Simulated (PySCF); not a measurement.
BiBr2, doublet, at a GFN2-xTB geometry (such geometries of metal compounds can be far from the true shape) (the spin is typed, not shown lowest) (core potentials on Bi); B3LYP/def2-SVP (PySCF).

The PySCF input:
```python
from pyscf import gto, scf, dft

mol = gto.Mole()
mol.atom = '''
    Bi    0.687662    0.361527    0.230007
    Br   -1.163655    1.022137   -1.511829
    Br   -0.467088   -1.879472    0.966383
'''
mol.basis = 'def2-svp'
mol.ecp = {'Bi': 'def2-svp'}
mol.charge = 0
mol.spin = 1
mol.verbose = 4
mol.build()

mf = dft.UKS(mol)
mf.xc = 'b3lyp'
mf.grids.atom_grid = (50, 194)
mf.kernel()
mf.analyze()
```

Output, abridged:

```
PySCF version 2.14.0

[INPUT] verbose = 4
[INPUT] num. atoms = 3
[INPUT] num. electrons = 93
[INPUT] charge = 0
[INPUT] spin (= nelec alpha-beta = 2S) = 1
[INPUT] symmetry False subgroup None
[INPUT] Mole.unit = angstrom
[INPUT] Symbol           X                Y                Z      unit          X                Y                Z       unit  Magmom
[INPUT]  1 Bi     0.687662000000   0.361527000000   0.230007000000 AA    1.299492846271   0.683187016636   0.434650236733 Bohr   0.0
[INPUT]  2 Br    -1.163655000000   1.022137000000  -1.511829000000 AA   -2.198989253481   1.931558991785  -2.856942757175 Bohr   0.0
[INPUT]  3 Br    -0.467088000000  -1.879472000000   0.966383000000 AA   -0.882668396071  -3.551687338789   1.826199201436 Bohr   0.0

nuclear repulsion = 491.512720331062
number of shells = 34
number of NR pGTOs = 209
number of NR cGTOs = 90
basis = def2-svp
ecp = {'Bi': 'def2-svp'}

******** <class 'pyscf.dft.uks.UKS'> ********
method = UKS
initial guess = minao
damping factor = 0
level_shift factor = 0
DIIS = <class 'pyscf.scf.diis.CDIIS'>
diis_start_cycle = 1
diis_space = 8
diis_damp = 0
SCF conv_tol = 1e-09
SCF conv_tol_grad = None
SCF max_cycles = 50
direct_scf = True
direct_scf_tol = 1e-13
number electrons alpha = 47  beta = 46
XC library pyscf.dft.libxc version 7.1.2
    S. Lehtola, C. Steigemann, M. J. T. Oliveira, and M. A. L. Marques,  SoftwareX 7, 1–5 (2018)
XC functionals = b3lyp
    P. J. Stephens, F. J. Devlin, C. F. Chabalowski, and M. J. Frisch,  J. Phys. Chem. 98, 11623 (1994)
radial grids:
    Treutler-Ahlrichs [JCP 102, 346 (1995); DOI:10.1063/1.469408] (M4) radial grids

becke partition: Becke, JCP 88, 2547 (1988); DOI:10.1063/1.454033
pruning grids: <function nwchem_prune>
grids dens level: 3
symmetrized grids: False
atomic radii adjust function: <function treutler_atomic_radii_adjust>
User specified grid scheme (50, 194)
small_rho_cutoff = 0
Set gradient conv threshold to 3.16228e-05
tot grids = 18544
init E= -5333.97216608875

cycle= 1 E= -5360.01507320623  delta_E=  -26  |g|= 1.83  |ddm|= 9.43
cycle= 2 E= -5356.64378032618  delta_E= 3.37  |g|= 3.31  |ddm|= 9.57

cycle= 3 E= -5362.23425638031  delta_E= -5.59  |g|= 0.602  |ddm|= 7.93
cycle= 4 E= -5362.52140900529  delta_E= -0.287  |g|= 0.102  |ddm|= 1.23
cycle= 5 E= -5362.52647425105  delta_E= -0.00507  |g|= 0.0581  |ddm|= 0.233
cycle= 6 E= -5362.52770744929  delta_E= -0.00123  |g|= 0.00722  |ddm|= 0.0617
cycle= 7 E= -5362.52773508163  delta_E= -2.76e-05  |g|= 0.00198  |ddm|= 0.0109
cycle= 8 E= -5362.52773839341  delta_E= -3.31e-06  |g|= 0.000739  |ddm|= 0.00363
cycle= 9 E= -5362.527738837  delta_E= -4.44e-07  |g|= 0.000338  |ddm|= 0.0018
cycle= 10 E= -5362.52773892918  delta_E= -9.22e-08  |g|= 0.000135  |ddm|= 0.000734
cycle= 11 E= -5362.52773894873  delta_E= -1.96e-08  |g|= 4.63e-05  |ddm|= 0.000388
cycle= 12 E= -5362.52773895163  delta_E= -2.9e-09  |g|= 1.06e-05  |ddm|= 0.00014
cycle= 13 E= -5362.52773895179  delta_E= -1.55e-10  |g|= 4.45e-06  |ddm|= 3.57e-05
Extra cycle  E= -5362.5277389518  delta_E= -1.27e-11  |g|= 4.98e-06  |ddm|= 1.69e-05
converged SCF energy = -5362.5277389518  <S^2> = 0.75187081  2S+1 = 2.0018699
**** SCF Summaries ****
Total Energy =                       -5362.527738951799620
Nuclear Repulsion Energy =             491.512720331062155
One-electron Energy =                -8519.524534608633985
Two-electron Energy =                 2665.484075325772665
Two-electron Coulomb Energy =         2865.479671499677352
DFT Exchange-Correlation Energy =     -199.995596173904858
**** MO energy ****
                             alpha | beta                alpha | beta
MO #1   energy= -482.780903465249  | -482.780699276614  occ= 1 | 1
MO #2   energy= -482.780889284953  | -482.780685025206  occ= 1 | 1
MO #3   energy= -62.4627243954726  | -62.4626080620876  occ= 1 | 1
MO #4   energy= -62.462713615067   | -62.4625972589829  occ= 1 | 1
MO #5   energy= -56.2942267238891  | -56.2942260628657  occ= 1 | 1
MO #6   energy= -56.2942145647793  | -56.2942138657309  occ= 1 | 1
MO #7   energy= -56.2920830076456  | -56.2917135223251  occ= 1 | 1
MO #8   energy= -56.2920720621698  | -56.2916958092793  occ= 1 | 1
MO #9   energy= -56.2917929121988  | -56.2915599602261  occ= 1 | 1
MO #10  energy= -56.2917752246177  | -56.2915489240226  occ= 1 | 1
MO #11  energy= -8.68044491942642  | -8.68013964545135  occ= 1 | 1
MO #12  energy= -8.6804192445898   | -8.68011402014262  occ= 1 | 1
MO #13  energy= -6.51104586119119  | -6.51106639770147  occ= 1 | 1
MO #14  energy= -6.51093642121063  | -6.51095697180163  occ= 1 | 1
MO #15  energy= -6.50273951575658  | -6.50198272232355  occ= 1 | 1
MO #16  energy= -6.50271375173822  | -6.50196014211552  occ= 1 | 1
MO #17  energy= -6.50212138247205  | -6.50175058132951  occ= 1 | 1
MO #18  energy= -6.50209911570904  | -6.50172477444979  occ= 1 | 1
MO #19  energy= -6.03115509782846  | -6.02824841988955  occ= 1 | 1
MO #20  energy= -3.76451924090635  | -3.76364807325402  occ= 1 | 1
MO #21  energy= -3.76305238595158  | -3.76217761419007  occ= 1 | 1
MO #22  energy= -3.75877451853109  | -3.753358321721    occ= 1 | 1
MO #23  energy= -2.62587109928185  | -2.62574808952454  occ= 1 | 1
MO #24  energy= -2.62564859143928  | -2.6255256728838   occ= 1 | 1
MO #25  energy= -2.62352425443054  | -2.62321685279292  occ= 1 | 1
MO #26  energy= -2.62344514002008  | -2.62316692692263  occ= 1 | 1
MO #27  energy= -2.62320582975182  | -2.62305082537173  occ= 1 | 1
MO #28  energy= -2.62315895919344  | -2.6229738223267   occ= 1 | 1
MO #29  energy= -2.61652916185808  | -2.61598638116191  occ= 1 | 1
MO #30  energy= -2.61650556736523  | -2.61596250098147  occ= 1 | 1
MO #31  energy= -2.61648703845478  | -2.61595167360523  occ= 1 | 1
MO #32  energy= -2.616486269452    | -2.61595039523103  occ= 1 | 1
MO #33  energy= -1.12091937470232  | -1.11984166362883  occ= 1 | 1
MO #34  energy= -1.11780227453575  | -1.11660505204104  occ= 1 | 1
MO #35  energy= -1.11354822822436  | -1.1081429923797   occ= 1 | 1
MO #36  energy= -1.11232527553207  | -1.10677221214948  occ= 1 | 1
MO #37  energy= -1.11221353137283  | -1.10574002736216  occ= 1 | 1
MO #38  energy= -0.773154979285895 | -0.768648299902519 occ= 1 | 1
MO #39  energy= -0.749695434928198 | -0.747223155365281 occ= 1 | 1
MO #40  energy= -0.613617980657132 | -0.593579372056801 occ= 1 | 1
MO #41  energy= -0.355869797325674 | -0.353383128187747 occ= 1 | 1
MO #42  energy= -0.33827178888109  | -0.333967445985948 occ= 1 | 1
MO #43  energy= -0.317690080660672 | -0.304109038920503 occ= 1 | 1
MO #44  energy= -0.293378246977759 | -0.292011749738253 occ= 1 | 1
MO #45  energy= -0.293101717248591 | -0.285335773054905 occ= 1 | 1
MO #46  energy= -0.281467554609308 | -0.28075654055613  occ= 1 | 1
MO #47  energy= -0.21507847081832  | -0.136005899040904 occ= 1 | 0
MO #48  energy= -0.0898872196642749 | -0.0823981251681962 occ= 0 | 0
MO #49  energy= -0.0871176451534038 | -0.079642653518496 occ= 0 | 0
MO #50  energy= 0.181327654863697  | 0.195784528566586  occ= 0 | 0
MO #51  energy= 0.213366545892903  | 0.216013673112179  occ= 0 | 0
MO #52  energy= 0.219634869390937  | 0.226197005364422  occ= 0 | 0
MO #53  energy= 0.244907106770598  | 0.264256627989237  occ= 0 | 0
MO #54  energy= 0.267428002987242  | 0.270793895761839  occ= 0 | 0
MO #55  energy= 0.269501742558566  | 0.289718796530143  occ= 0 | 0

spin_pop of  0 Bi 5s       -0.00003
spin_pop of  0 Bi 6s        0.00155
spin_pop of  0 Bi 7s       -0.00030
spin_pop of  0 Bi 8s        0.00076
spin_pop of  0 Bi 5px       0.00010
spin_pop of  0 Bi 5py       0.00010
spin_pop of  0 Bi 5pz       0.00021
spin_pop of  0 Bi 6px       0.01423
spin_pop of  0 Bi 6py       0.01393
spin_pop of  0 Bi 6pz       0.02811
spin_pop of  0 Bi 7px       0.01321
spin_pop of  0 Bi 7py       0.01273
spin_pop of  0 Bi 7pz       0.02516
spin_pop of  0 Bi 8px       0.20197
spin_pop of  0 Bi 8py       0.19840
spin_pop of  0 Bi 8pz       0.40999
spin_pop of  0 Bi 5dxy     -0.00356
spin_pop of  0 Bi 5dyz     -0.00323
spin_pop of  0 Bi 5dz^2    -0.00201
spin_pop of  0 Bi 5dxz     -0.00255
spin_pop of  0 Bi 5dx2-y2   -0.00272
spin_pop of  0 Bi 6dxy      0.00302
spin_pop of  0 Bi 6dyz      0.00238
spin_pop of  0 Bi 6dz^2     0.00220
spin_pop of  0 Bi 6dxz      0.00233
spin_pop of  0 Bi 6dx2-y2    0.00291
spin_pop of  1 Br 1s        0.00000
spin_pop of  1 Br 2s        0.00000
spin_pop of  1 Br 3s        0.00000
spin_pop of  1 Br 4s        0.00002
spin_pop of  1 Br 5s        0.00061
spin_pop of  1 Br 2px       0.00000
spin_pop of  1 Br 2py       0.00000
spin_pop of  1 Br 2pz       0.00000
spin_pop of  1 Br 3px       0.00000
spin_pop of  1 Br 3py       0.00000
spin_pop of  1 Br 3pz       0.00001
spin_pop of  1 Br 4px       0.00431
spin_pop of  1 Br 4py       0.00980
spin_pop of  1 Br 4pz       0.01744
spin_pop of  1 Br 5px       0.00109
spin_pop of  1 Br 5py       0.00090
spin_pop of  1 Br 5pz       0.00204
spin_pop of  1 Br 3dxy     -0.00000
spin_pop of  1 Br 3dyz     -0.00000
spin_pop of  1 Br 3dz^2    -0.00000
spin_pop of  1 Br 3dxz     -0.00000
spin_pop of  1 Br 3dx2-y2   -0.00000
spin_pop of  1 Br 4dxy      0.00085
spin_pop of  1 Br 4dyz      0.00017
spin_pop of  1 Br 4dz^2     0.00252
spin_pop of  1 Br 4dxz      0.00046
spin_pop of  1 Br 4dx2-y2    0.00025
spin_pop of  1 Br 5dxy      0.00004
spin_pop of  1 Br 5dyz      0.00001
spin_pop of  1 Br 5dz^2     0.00012
spin_pop of  1 Br 5dxz      0.00003
spin_pop of  1 Br 5dx2-y2    0.00002
spin_pop of  2 Br 1s        0.00000
spin_pop of  2 Br 2s        0.00000
spin_pop of  2 Br 3s        0.00000
spin_pop of  2 Br 4s        0.00003
spin_pop of  2 Br 5s        0.00049
spin_pop of  2 Br 2px       0.00000
spin_pop of  2 Br 2py       0.00000
spin_pop of  2 Br 2pz       0.00000
spin_pop of  2 Br 3px       0.00000
spin_pop of  2 Br 3py       0.00000
spin_pop of  2 Br 3pz       0.00001
spin_pop of  2 Br 4px       0.00806
spin_pop of  2 Br 4py       0.00156
spin_pop of  2 Br 4pz       0.02190
spin_pop of  2 Br 5px       0.00095
spin_pop of  2 Br 5py       0.00112
spin_pop of  2 Br 5pz       0.00187
spin_pop of  2 Br 3dxy     -0.00000
spin_pop of  2 Br 3dyz     -0.00000
spin_pop of  2 Br 3dz^2    -0.00000
spin_pop of  2 Br 3dxz     -0.00000
spin_pop of  2 Br 3dx2-y2   -0.00000
spin_pop of  2 Br 4dxy      0.00032
spin_pop of  2 Br 4dyz      0.00099
spin_pop of  2 Br 4dz^2     0.00049
spin_pop of  2 Br 4dxz      0.00079
spin_pop of  2 Br 4dx2-y2    0.00161
spin_pop of  2 Br 5dxy      0.00002
spin_pop of  2 Br 5dyz      0.00005
spin_pop of  2 Br 5dz^2     0.00002
spin_pop of  2 Br 5dxz      0.00004
spin_pop of  2 Br 5dx2-y2    0.00008
In total            47.00000 | 46.00000
Dipole moment(X, Y, Z, Debye):  3.08134,  1.62030,  1.03040
```
